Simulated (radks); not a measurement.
Task: Charge is removed step by step from the 5s1/2 level of Pt+, starting from [Xe] 4f14 5d9. Calculated with a radial shooting solver on a logarithmic mesh with Libxc functionals: Dirac Kohn-Sham, PBE, spin-unpolarised, spherical densities, point nucleus; open shells fill j = l - 1/2 first. At the starting occupation the eigenvalue is -109.71 eV. Estimate the energy to remove one whole electron from this level, the eigenvalue at the end, and how far E(n) bends from a straight line.

Result: Delta-SCF 117.26 eV; final eigenvalue -125.14 eV; the deviation from the straight line is -1.932 eV at 0.5 electron removed, the largest on the grid computed. Slater's transition state (half an electron removed) gives 117.17 eV. Integrating minus the eigenvalue over the occupation (Janak's theorem) gives 117.26 eV. The mean slope of the eigenvalue, de/dn, is 15.4 eV per electron.
